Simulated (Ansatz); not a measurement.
Reactions of CH9NSi2, SMILES `CN([SiH3])[SiH3]`.

Gas-phase electronic energies from Ansatz, PBE0-D4/def2-TZVP geometries. CCSD(T)/CBS is the MP2 limit (def2-TZVPP, def2-QZVPP) plus CCSD(T) − MP2 in def2-TZVPP, frozen cores. This one scheme is used for every species. Functionals use def2-TZVPP. B3LYP here is the variant with VWN-RPA as its local correlation; programs differ in this. No spin–orbit coupling; open shells (•) take unrestricted orbitals. For Br, Ga, Ge outer-core shells are correlated without core-valence functions, which leaves a few kJ/mol of doubt a bond. Scalar relativity is left out up to krypton. One conformer a species, not always the lowest.

```tsv
reaction	ωB97X-V (kJ/mol)	B3LYP-D4 (kJ/mol)	HF/CBS(def2) (kJ/mol)	CCSD(T)/CBS(def2) (kJ/mol)
`CN([SiH3])[SiH3]` + `[OH][Al]([OH])[Cl]` → `[OH][Al]([Cl])[O][SiH3]` + `CN[SiH3]`	-54	-55	-78	-52
`CN([SiH3])[SiH3]` + `[OH][AlH][CH2]F` → `F[CH2][AlH][O][SiH3]` + `CN[SiH3]`	-54	-55	-76	-52
`CN([SiH3])[SiH3]` + `[CH3]`• → `CN([SiH2])[SiH3]`• + CH₄	-71	-76	-36	-70
`CN([SiH3])[SiH3]` + `CB[SiH2]S` → `CB[SiH2]SC` + `[SiH3]N[SiH3]`	-27	-27	-29	-29
`CN([SiH3])[SiH3]` + `CB(N)O` → `CNB(C)O` + `[SiH3]N[SiH3]`	0	0	-5	0
`CN([SiH3])[SiH3]` + `[OH][Ge][F]` → `[F][Ge][O][SiH3]` + `CN[SiH3]`	-42	-44	-62	-42
`CN([SiH3])[SiH3]` + `NC(N)S` → `NC(S)N[SiH3]` + `CN[SiH3]`	4	3	3	6
`CN([SiH3])[SiH3]` + `[OH][GaH][Br]` → `[SiH3][O][GaH][Br]` + `CN[SiH3]`	-45	-46	-66	-44
```

Largest T1 diagnostic: 0.015, for `[OH][Ge][F]`.
